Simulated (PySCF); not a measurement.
C₄H₉Si (doublet state).
Z-matrix (Å and degrees, GFN2-xTB geometry), rows numbered from 1:
```
C 
C   1  1.3393
Si  2  1.8507  1  126.01
C   3  1.9015  2  117.77  1    21.48
C   3  1.9025  2  114.08  1   155.95
H   1  1.0780  2  122.12  3   174.99
H   1  1.0771  2  121.89  3    -6.50
H   2  1.0847  1  117.46  3  -172.71
H   4  1.0854  3  111.29  2   -50.00
H   4  1.0865  3  111.43  2  -170.36
H   4  1.0887  3  110.80  2    69.81
H   5  1.0884  3  110.91  2   -77.73
H   5  1.0854  3  111.06  2    41.98
H   5  1.0859  3  111.67  2   162.27
```

The hyperfine couplings belong to this conformer and change with its torsions.

The species is `C=C[Si](C)C` [radical].

Method: UKS B3LYP, pcH-1 on C H Si, non-relativistic, mean-field spin-orbit, GIAO (PySCF 2.14.0). Geometry: GFN2-xTB, one conformer, isolated molecule. A GFN2-xTB geometry isn't a minimum of the functional, and hyperfine couplings can be far from their values at a DFT geometry, by a factor of two or more for some ions and for spin on atoms past the first row. No stability test was run, so a lower SCF solution isn't excluded.

**Question.** Give the principal g shifts and their parts.

**Answer.** 
| Δg (ppm) | 1 | 2 | 3 |
| --- | --- | --- | --- |
| relativistic mass correction | -137 | -137 | -137 |
| gauge correction | 0 | 60 | 59 |
| orbital Zeeman/spin–orbit | -44 | 926 | 1898 |
| total | -181 | 849 | 1819 |

So g = 2.00214, 2.00317, 2.00414 and g_iso = 2.00315; the tensor is rhombic: the two nearest values differ by 49 % of g3 − g1. Axes: g3 points within 8° of the C1–H6 bond.

**Question.** What are the electron Larmor frequencies g μB B/h along the three axes at 3350 mT?

**Answer.** 93.8751, 93.9234, 93.9689 GHz for g1, g2 and g3, a range of 93.8 MHz.

**Question.** What effective moment and Curie constant follow for a powder?

**Answer.** With the mean of g² = 4.0126 and S(S+1) = 0.75: μ_eff = √(⟨g²⟩S(S+1)) = 1.735 μB and χT = 0.12505·⟨g²⟩·S(S+1) = 0.376 cm³ K/mol (cgs; spin-Hamiltonian part alone).

**Question.** How much does each term add to the isotropic shift?

**Answer.** The orbital-Zeeman/spin–orbit term 927, the mass correction -137 and the gauge correction 40 ppm, for a total of 829 ppm. The orbital-Zeeman/spin–orbit term is the largest in size. The mass correction is the same along every axis, so the anisotropy comes from the other two: their spans along these axes are 59 (gauge) and 1941 ppm (orbital Zeeman/spin–orbit).

**Question.** In a frozen sample, at which fields do the three g values resonate at 9.5, 34, 94 and 263 GHz (hyperfine left aside), and which band first spreads them over more than twice a line width of 0.3 mT?

**Answer.** 
| band | GHz | B(g3) mT | B(g2) mT | B(g1) mT | spread mT |
| --- | --- | --- | --- | --- | --- |
| X | 9.5 | 338.68 | 338.84 | 339.01 | 0.34 |
| Q | 34.0 | 1212.10 | 1212.69 | 1213.31 | 1.21 |
| W | 94.0 | 3351.11 | 3352.73 | 3354.46 | 3.35 |
| J | 263.0 | 9375.98 | 9380.52 | 9385.34 | 9.36 |

The spread grows in proportion to the frequency. Q band is the first where it exceeds 0.6 mT.

Largest spin populations (Mulliken): Si3 (+0.88), C1 (+0.25) and C2 (-0.13). The positive populations add up to 1.19 and the negative ones to -0.19, together 2S = 1. The angles at Si3 add up to 343.9°, so it is pyramidal.

The HOMO–LUMO gaps are 4.41 eV among the α and 5.67 eV among the β orbitals.
